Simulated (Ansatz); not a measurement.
Stepwise reaction of `[NH2][Ti]([NH2])([OH])[F]` with water, as a gas-phase model of exchange steps in deposition or etching. ΔE in kJ/mol; ΔG adds harmonic PBE0-D4 terms to CCSD(T)/CBS, at 1 bar.

Gas-phase electronic energies from Ansatz, PBE0-D4/def2-TZVP geometries. CCSD(T)/CBS is the MP2 limit (def2-TZVPP, def2-QZVPP) plus CCSD(T) − MP2 in def2-TZVPP, frozen cores. This one scheme is used for every species. DFT in def2-TZVPP. B3LYP here is the variant with VWN-RPA as its local correlation; programs differ in this. For Ti outer-core shells are correlated without core-valence functions, which leaves a few kJ/mol of doubt a bond. Scalar relativity is left out up to krypton. One conformer a species, not always the lowest.

| step | reaction | PBE-D4 | B3LYP-D4 | ωB97M-V | CCSD(T)/CBS | ΔG(500 K) |
| --- | --- | --- | --- | --- | --- | --- |
| 2 | `[NH2][Ti]([OH])([OH])[F]` + H₂O → `[OH][Ti]([OH])([OH])[F]` + NH₃ | -58.1 | -58.0 | -58.2 | -52.0 | -49.5 |

(1) Give the row of step 1, `[NH2][Ti]([NH2])([OH])[F]` + H₂O → `[NH2][Ti]([OH])([OH])[F]` + NH₃. (An estimate is asked.)

(2) By hand: ΔE of the 2 steps together at CCSD(T)/CBS.

Answers

(1) The calculation gave: 
```tsv
step	reaction	PBE-D4	B3LYP-D4	ωB97M-V	CCSD(T)/CBS	ΔG(500 K)
1	`[NH2][Ti]([NH2])([OH])[F]` + H₂O → `[NH2][Ti]([OH])([OH])[F]` + NH₃	-55.1	-56.6	-56.9	-50.0	-52.6
```

(2) (-50.0) + (-52.0) = -102.0 kJ/mol, or -51.0 kJ/mol a step.

In ΔE the steps differ by no more than 2.0 kJ/mol. All are downhill at CCSD(T)/CBS. ΔG lies between -52.6 and -49.5 kJ/mol a step. PBE-D4 differs from CCSD(T)/CBS by -6.1 to -5.1 kJ/mol a step. Only this route is followed, and other bonds may react first. Isolated molecules leave out the surface, adducts and barriers. Largest T1 diagnostic: 0.024.
